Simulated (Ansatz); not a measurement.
C4H10BClO (SMILES CB(Cl)OC(C)C), singlet, geometry from GFN2-xTB; Ansatz (a program for electronic structure) with CASSCF(4,6)/STO-3G.

Here is a job for Ansatz.
Ansatz 0.2 input:
```yaml
crystal:
  periodic: [false, false, false]
  atoms:
    - {symbol: B, position_ang: [0.15231708, 0.54553828, 0.94681591]}
    - {symbol: Cl, position_ang: [0.23143160, 1.98460669, -0.07366987]}
    - {symbol: C, position_ang: [0.42610070, 0.69640126, 2.50114475]}
    - {symbol: H, position_ang: [0.32052771, -0.25295804, 3.01691134]}
    - {symbol: H, position_ang: [-0.25968786, 1.40754857, 2.95612602]}
    - {symbol: H, position_ang: [1.42990109, 1.07187567, 2.68778599]}
    - {symbol: O, position_ang: [-0.13451852, -0.63419835, 0.43345731]}
    - {symbol: C, position_ang: [-0.39343824, -0.94989465, -0.93275793]}
    - {symbol: C, position_ang: [-1.43558350, -2.06216541, -0.96479808]}
    - {symbol: C, position_ang: [0.91163950, -1.37372519, -1.59999809]}
    - {symbol: H, position_ang: [-0.78450759, -0.05518826, -1.43629681]}
    - {symbol: H, position_ang: [-1.04976941, -2.94461015, -0.46089376]}
    - {symbol: H, position_ang: [-1.67662518, -2.31424043, -1.99345891]}
    - {symbol: H, position_ang: [-2.34159750, -1.74111338, -0.45731292]}
    - {symbol: H, position_ang: [1.63057258, -0.55874092, -1.56166744]}
    - {symbol: H, position_ang: [1.32969351, -2.23444051, -1.08338453]}
    - {symbol: H, position_ang: [0.72940735, -1.63424678, -2.63870281]}
basis:
  gaussian:
    orbitals: STO-3G
hamiltonian:
  xc: hf
magnetization: {spin_polarized: false}
correlation: {active_space: {window: {electrons: 4, orbitals: 6}}}
```

The log (banner, timings and long lists left out):

```
Functional definition: HF
668 factors; integrals over basis functions are off by at most 9.7e-5 eV
mean field evaluation 1: about -19273.3773 eV, gradient 2.6e1 eV
mean field evaluation 2: about -19273.7334 eV, gradient 2.6e1 eV
mean field evaluation 4: about -19276.2896 eV, gradient 2.0e0 eV
mean field evaluation 8: about -19276.3057 eV, gradient 3.4e-2 eV
mean field -19276.30570521 eV, -708.3911687170 hartree, gradient 1.2e-6 eV, S^2 0.000000; 0 other end points of the search recorded, 0 dependent functions left out
reference -19276.30570521 eV, -708.3911687170 hartree; 32, 32 occupied and 17, 17 virtual orbitals, 668 factors
state -19277.34134619 eV, -708.4292278211 hartree
Total energy: -19277.34134619 eV, -708.4292278211 hartree
```
